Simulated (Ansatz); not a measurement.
`CB(O)F` + H₂S → `CB(O)S` + H–F at 400 K and 1 bar (ligand exchange at a B–F bond).

Computed with Ansatz on PBE0-D4/def2-TZVP structures; ΔE is electronic, products minus reactants. CCSD(T)/CBS adds triple-zeta CCSD(T) − MP2 to the extrapolated MP2 energy (def2 sets, frozen cores). This one scheme is used for every species. One conformer a species, not always the lowest.

| species | CCSD(T)/CBS energy (Eh) | H − E (kJ/mol) | S (J/(mol·K)) |
| --- | --- | --- | --- |
| `CB(O)F` | -240.35473 | 177.7 | 318.9 |
| H₂S | -398.97279 | 53.4 | 215.9 |
| `CB(O)S` | -538.90144 | 200.0 | 345.7 |
| H–F | -100.39570 | 36.5 | 182.2 |

H − E and S are ideal-gas, rigid-rotor, harmonic terms from PBE0-D4/def2-TZVP, for one conformer and one mirror image of each species. 1 Eh = 2625.50 kJ/mol, R = 8.31446 J/(mol·K).

Q: By hand: ΔE, ΔH, ΔS and ΔG.

A: ΔE = (-538.90144) + (-100.39570) − (-240.35473) − (-398.97279) = 0.03038 Eh = 79.8 kJ/mol. Δ(H − E) = 200.0 + 36.5 − 177.7 − 53.4 = 5.4, so ΔH = 85.2 kJ/mol. ΔS = 345.7 + 182.2 − 318.9 − 215.9 = -6.9 J/(mol·K). ΔG = 85.2 − 400 × (-6.9)/1000 = 88.0 kJ/mol.

Q: By hand: the equilibrium constant, and the temperature at which ΔG would vanish if ΔH and ΔS stayed fixed.

A: log₁₀ K = −ΔG/(RT ln 10) = -11.5. ΔH and −TΔS have one sign here, so there is no such temperature.

The number of gas molecules stays the same, so ΔS is small and ΔH decides. A doubt of 5 kJ/mol in ΔE shifts log₁₀ K by 0.7 here. Other conformers and mirror images would add mixing entropy, several J/(mol·K) or more a flexible species. Modes under 60 cm⁻¹, often nearly free rotors, make the harmonic entropy too high. These are equilibria of isolated gas molecules and say nothing of rates. Largest T1 diagnostic: 0.012 (customary marks: 0.02 for closed shells, 0.045 for open ones).

ΔS is within the doubt of such terms, so its sign, and with it that verdict, could turn.
